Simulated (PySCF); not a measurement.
An unknown gives this computed stick spectrum. The calculation used TDDFT B3LYP/def2-SVPD, vertical, gas phase, core orbitals frozen in the response in PySCF. Geometries: GFN2-xTB, one conformer each.

```tsv
state	E (eV)	f	main configurations (H = HOMO, L = LUMO)
S1	4.40	0.133	H→L (77%), H→L+1 (14%), H-1→L (8%)
S2	4.72	0.155	H→L+1 (40%), H-1→L (36%), H→L (21%)
S3	5.41	0.260	H-1→L (45%), H→L+1 (36%), H-1→L+1 (10%)
S4	5.55	0.0025	H-2→L (98%)
S5	5.72	0.0010	H→L+2 (94%)
S6	5.81	0.0022	H→L+3 (93%)
S7	5.91	0.136	H-1→L+1 (85%)
S8	6.05	0.0000	H-3→L (94%)
```

**Question.** Which candidate is it?
A. `C=C[Si@]1(P)CCO1`
B. `C=CC1=C(Cl)P=CO1`
C. `O=[P@@H]1C=C([SiH3])CC1`

**Answer.** B. Its S1, at 4.40 eV, is the lowest among the candidates; the nearest of the others has S1 at 5.02 eV. S1 is HOMO→LUMO (77%), HOMO→LUMO+1 (14%), HOMO-1→LUMO (8%). Löwdin shares by element: HOMO carbon 63% or more (atoms not listed hold the other 37%); LUMO carbon 36% or more, oxygen 12%, phosphorus 12% (atoms not listed hold the other 40%). At the same level the other candidates give, for their lowest levels:
- `C=C[Si@]1(P)CCO1`: 5.07 eV (f 0.014); 5.51 eV (f 0.017); 6.21 eV (f 0.093); 6.26 eV (f 0.006); 6.43 eV (f 0.034); T1 4.36 eV; HOMO -7.03, LUMO -1.08 eV
- `O=[P@@H]1C=C([SiH3])CC1`: 5.02 eV (f 0.009); 5.21 eV (f 0.003); 6.39 eV (f 0.261); 6.47 eV (f 0.009); 6.67 eV (f 0.013); T1 4.13 eV; HOMO -7.43, LUMO -1.39 eV

Conformer computed: `[CH2:1]=[CH:2][c:3]1[o:4][cH:5][p:6][c:7]1[Cl:8]`: C1–C2–C3–O4 0°.
Triplets come from the Tamm–Dancoff approximation.
